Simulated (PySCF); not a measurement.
## YO₂⁻: one-bond stretch

All numbers come from PySCF, PBE0, basis Y def2-TZVPD with ECP28, O def2-TZVPD (scalar-relativistic core potentials, no spin–orbit coupling, density fitting).

Rigid scan from the singlet minimum (Y–O 1.926 Å (×2); O–Y–O 117.8°). Coordinate: the bond from Y to the last atom (O) scaled, the rest fixed. Energies in kJ/mol from the minimum.

```csv
scale of one bond,E (kJ/mol),"dipole size (D, about the centre of mass)"
0.92,34.0,8.95
0.96,7.5,9.13
1.00,0.0,9.30
1.05,9.1,9.50
1.12,43.1,9.72
1.20,96.6,9.85
1.35,202.3,9.72
1.55,315.6,–
1.80,406.8,–
2.20,482.8,–
```

At long bonds a restricted determinant can lie too high, and another spin state can fall below this curve.
